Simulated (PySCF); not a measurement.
Nitrogen: a sound run and one with changed settings

Sound run: N²⁺ [He] 2s2 2p1, N³⁺ [He] 2s2. All numbers are calculated (PySCF 2.14, the non-relativistic Hamiltonian (point nucleus), in 6-31G* (3s2p1d, 14 functions)). In the sound run the correlated levels freeze 1s2. The sound run starts from symmetry-adapted Hartree-Fock orbitals and uses a fine grid where one is needed.

A second run was set up differently.

```
species   method  sound run (hartree)  changed run (hartree)  converged
    N²⁺      UHF            -52.79544              -52.12682        yes
    N²⁺     PBE0            -52.88069              -52.19984        yes
    N²⁺      LDA            -52.45122              -51.77311        yes
    N²⁺      MP2            -52.84094              -52.14900        yes
    N²⁺  CCSD(T)            -52.87019              -52.16878        yes
    N³⁺      UHF            -51.05558              -50.37155        yes
    N³⁺     PBE0            -51.11431              -50.41631        yes
    N³⁺      LDA            -50.69131              -49.99925        yes
    N³⁺      MP2            -51.10179              -50.40619        yes
    N³⁺  CCSD(T)            -51.14070              -50.43540        yes
```

Ionisation energy of N²⁺:

```json
{"method": "UHF", "sound run (eV)": "47.344", "changed run (eV)": "47.763"}
{"method": "PBE0", "sound run (eV)": "48.065", "changed run (eV)": "48.532"}
{"method": "LDA", "sound run (eV)": "47.890", "changed run (eV)": "48.269"}
{"method": "MP2", "sound run (eV)": "47.325", "changed run (eV)": "47.424"}
{"method": "SCS-MP2", "sound run (eV)": "47.267", "changed run (eV)": "47.357"}
{"method": "CCSD", "sound run (eV)": "47.047", "changed run (eV)": "47.168"}
{"method": "CCSD(T)", "sound run (eV)": "47.062", "changed run (eV)": "47.168"}
```

(1) What was changed?
A. too few SCF iterations
B. minimal basis
C. a valence shell is frozen
D. basis contracted for another Hamiltonian

Answers

(1) B. It used basis STO-3G. A minimal basis cannot let orbitals breathe on ionisation and holds almost no correlation.
